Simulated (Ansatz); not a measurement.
Geometry optimisation, RKS B3LYP/def2-SVP in Ansatz 0.2.0.

Input:

```yaml
crystal:
  periodic: [false, false, false]
  atoms:
    - { symbol: C, position_ang: [-0.931, 1.0794, 1.4927] }
    - { symbol: C, position_ang: [-0.1976, 0.9793, 0.1832] }
    - { symbol: Si, position_ang: [0.5348, -0.7222, 0.0285] }
    - { symbol: "N", position_ang: [-0.6503, -1.9501, 0.0116] }
    - { symbol: Sb, position_ang: [1.8983, -0.8618, -2.11] }
    - { symbol: H, position_ang: [-1.4122, 2.1609, 1.54] }
    - { symbol: H, position_ang: [-0.2858, 0.9719, 2.3598] }
    - { symbol: H, position_ang: [-1.7705, 0.4033, 1.5072] }
    - { symbol: H, position_ang: [0.6217, 1.7564, 0.198] }
    - { symbol: H, position_ang: [-0.8666, 1.1489, -0.6584] }
    - { symbol: H, position_ang: [1.4456, -0.9632, 1.2104] }
    - { symbol: H, position_ang: [-1.2767, -1.7719, -0.8232] }
    - { symbol: H, position_ang: [-0.3033, -2.856, -0.1417] }
    - { symbol: H, position_ang: [2.6005, 0.7292, -1.7666] }
    - { symbol: H, position_ang: [0.5713, -0.1547, -3.0021] }
basis:
  gaussian: { orbitals: def2-SVP }
hamiltonian:
  xc: b3lyp
relax:
  f_tol: 0.015
  max_steps: 40
```

Launched with:

```bash
$ ansatz run input.yaml --threads 2 --pin off --max-ram 3072MiB --backend cpu --events-out ev --progress --plain --runs-dir out
```

**Question.** Where does it end, and by what steps?

**Answer.** The run converged. The force dipped under the threshold on the way, but the program's further checks kept it going. After 10 steps the energy has fallen by 0.513 eV; H13 moved furthest, 0.37 Å.

| step | energy less start (eV) | largest force component (eV/Å) | accepted |
| --- | --- | --- | --- |
| 0 | 0.0000 | 3.137 | yes |
| 1 | -0.4095 | 0.964 | yes |
| 2 | -0.4664 | 0.487 | yes |
| 3 | -0.4921 | 0.274 | yes |
| 4 | -0.5010 | 0.421 | yes |
| 5 | -0.5068 | 0.178 | yes |
| 6 | -0.5126 | 0.020 | yes |
| 7 | -0.5128 | 0.013 | yes |
| 8 | -0.5129 | 0.029 | yes |
| 9 | -0.5129 | 0.013 | no |
| 10 | -0.5129 | 0.009 | yes |

```xyz
15
Properties=species:S:1:pos:R:3
C -1.005 1.125 1.520
C -0.189 0.993 0.226
Si 0.576 -0.719 -0.043
N -0.689 -1.922 -0.029
Sb 2.056 -0.777 -2.229
H -1.462 2.125 1.610
H -0.376 0.969 2.411
H -1.814 0.379 1.559
H 0.631 1.733 0.198
H -0.818 1.222 -0.655
H 1.484 -1.080 1.091
H -1.411 -1.898 -0.745
H -0.452 -2.885 0.192
H 2.691 0.799 -1.925
H 0.756 -0.113 -3.153
```

The run took 70 s on 2 threads of Arm Neoverse V1, with other jobs on the host, peak memory 0.41 GiB.
